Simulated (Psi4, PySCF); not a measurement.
The PySCF input:
```python
from pyscf import gto, scf, dft

mol = gto.Mole()
mol.atom = '''
    C    -0.23947062   -1.06595218   -1.65989926
    Ge    0.00000000    0.00000000   -0.00000000
    C    -0.06719706    1.93648478   -0.44088209
    C    -1.45232338   -0.43786460    1.28370447
    C     1.75899106   -0.43266800    0.81707688
    H    -1.19574845   -0.84621800   -2.12542525
    H    -0.20636169   -2.12977053   -1.44389199
    H     0.54406792   -0.84340260   -2.37823336
    H     0.06161749    2.54065356    0.45234337
    H    -1.02110312    2.19755474   -0.88962537
    H     0.71871324    2.20037014   -1.14243348
    H    -2.42529904   -0.20948328    0.85870428
    H    -1.43591229   -1.49303582    1.54023754
    H    -1.34257843    0.13361553    2.20067303
    H     1.81961363   -1.48776767    1.06718570
    H     2.57004324   -0.20139974    0.13284433
    H     1.91294749    0.13888367    1.72762118
'''
mol.basis = 'sto-3g'
mol.verbose = 4
mol.build()

mf = dft.RKS(mol)
mf.xc = 'b3lyp5'
mf.grids.atom_grid = (99, 590)
mf.grids.prune = None
mf.kernel()
```

Q: Give the equivalent Psi4 input.

A: One answer among several that fit: 
```
memory 2 GB

molecule mol {
0 1
  C    -0.239471   -1.065952   -1.659899
  Ge    0.000000    0.000000   -0.000000
  C    -0.067197    1.936485   -0.440882
  C    -1.452323   -0.437865    1.283704
  C     1.758991   -0.432668    0.817077
  H    -1.195748   -0.846218   -2.125425
  H    -0.206362   -2.129771   -1.443892
  H     0.544068   -0.843403   -2.378233
  H     0.061617    2.540654    0.452343
  H    -1.021103    2.197555   -0.889625
  H     0.718713    2.200370   -1.142433
  H    -2.425299   -0.209483    0.858704
  H    -1.435912   -1.493036    1.540238
  H    -1.342578    0.133616    2.200673
  H     1.819614   -1.487768    1.067186
  H     2.570043   -0.201400    0.132844
  H     1.912947    0.138884    1.727621
}

set basis sto-3g
set reference rks
set scf_type pk
set puream true
set d_convergence 1e-8
set dft_radial_points 99
set dft_spherical_points 590

energy('b3lyp5')
print_variables()
```

Both were run: PySCF gave -2210.618092 Eh and Psi4 -2210.618092 Eh, 0.000 mEh apart.
